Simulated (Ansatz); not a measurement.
CH$_{8}$OSSi$_{2}$ (`CS[SiH2]O[SiH3]`), relaxed with RKS PBE-D4/def2-SVP in the Gaussian-basis code of Ansatz from a rough embedded geometry. The force threshold is 0.03 eV/Å; the program also tests the step.

Charge 0, multiplicity 1.

Start:

```xyz
13

C     1.455    1.219   -1.664
S     1.709   -0.533   -1.499
Si   -0.083   -1.103   -0.532
O    -0.313   -0.276    0.828
Si   -1.256   -0.178    2.175
H     2.391    1.658   -2.215
H     0.604    1.465   -2.312
H     1.379    1.732   -0.749
H    -0.047   -2.617   -0.254
H    -1.241   -0.839   -1.436
H    -0.783    0.868    3.086
H    -1.230   -1.516    2.868
H    -2.585    0.121    1.705
```

**Question.** By how much does the energy fall, and how many steps does the optimiser take? (Best estimate.)

**Answer.** Computed: 8.12 kcal/mol, in 6 steps.

**Question.** Which bonds change most? (Estimate.)

**Answer.** Computed: Si3–O4 from 1.607 to 1.674 Å; Si5–H13 from 1.441 to 1.506 Å; C1–H6 from 1.171 to 1.106 Å; C1–S2 from 1.777 to 1.841 Å.

**Question.** Give the relaxed structure. (An estimate is asked.)

**Answer.** The calculation gave: 
```xyz
13

C     1.485    1.235   -1.747
S     1.815   -0.547   -1.420
Si   -0.065   -1.100   -0.570
O    -0.314   -0.312    0.885
Si   -1.295   -0.215    2.237
H     2.394    1.642   -2.229
H     0.625    1.365   -2.434
H     1.301    1.782   -0.803
H     0.010   -2.588   -0.375
H    -1.192   -0.723   -1.494
H    -0.739    0.846    3.141
H    -1.321   -1.534    2.964
H    -2.703    0.150    1.845
```
